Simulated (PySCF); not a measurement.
Estimate the missing entries of this data sheet.

CH10NSSi3 (doublet state).
Bonds: C1–S2, S2–Si3, Si3–N4, N4–Si5, N4–Si6. Hydrogens: H7, H8, H9 on C1; H10, H11 on Si3; H12, H13 on Si5; H14, H15, H16 on Si6.

Conformer (atom-mapped SMILES and torsion angles): `[CH3:1][S:2][SiH2:3][N:4]([SiH2:5])[SiH3:6]`: C1–S2–Si3–N4 179°, S2–Si3–N4–Si5 -9°.

```tsv
property	level	value
point group of the GFN2-xTB geometry	GFN2-xTB	?
rotational constants A, B, C of the GFN2-xTB geometry	GFN2-xTB	?
isotropic g value	unrestricted B3LYP/pcH-1, mean-field spin–orbit	2.00252
spin squared ⟨S²⟩	unrestricted B3LYP/pcH-1	?
largest isotropic hyperfine couplings (means over sets of like nuclei)	unrestricted B3LYP/pcH-1, mean-field spin–orbit	?
```

The electronic properties come from PySCF, for the isolated species, density fitting. Hyperfine couplings depend on the geometry, which wasn't re-optimised at a DFT level. Couplings of like nuclei are plain means over topologically equivalent atoms, as if these changed places fast (by rotation of a methyl-like group, say); in this geometry the members of some sets differ.

(1) The spin squared ⟨S²⟩?

(2) The point group of the GFN2-xTB geometry?

(3) Give the rotational constants A, B, C of the GFN2-xTB geometry.

(4) Give the largest isotropic hyperfine couplings (means over sets of like nuclei).

## Answers

(1) 0.751.

(2) C1.

(3) 2.796, 0.887, 0.693 GHz.

(4) 29Si -578.4 (Si5), 1H +71.6 (H12/H13), 33S +45.6 (S2), 29Si -27.4 (Si6), 13C +16.6 (C1) MHz.

With B = h/(8π²I), that is 505.379 GHz u Å² over I, the principal moments of inertia are 180.7, 570.0 and 728.8 u Å² (most abundant isotopes); the inertial defect Ic − Ia − Ib is -21.9 u Å² (zero for a rigid planar frame, negative otherwise). ⟨S²⟩ is 0.001 above the pure-spin value S(S + 1) = 0.75. g_iso is shifted by about +200 ppm from the free-electron value 2.002319. At 9.50 GHz, hν = g·μB·B₀ (B₀ the magnetic field) puts the centre of the isotropic spectrum, to first order, at 338.9 mT. The rotational constants make it an asymmetric top with κ = (2B − A − C)/(A − C) = -0.82, nearer the prolate limit (−1).

For the EPR job (B3LYP), time: 2.0 min wall (grids of density and orbitals included); peak memory 0.97 GiB. Hardware: Arm Neoverse V1, one thread (shared host).

One conformer stands for the species.
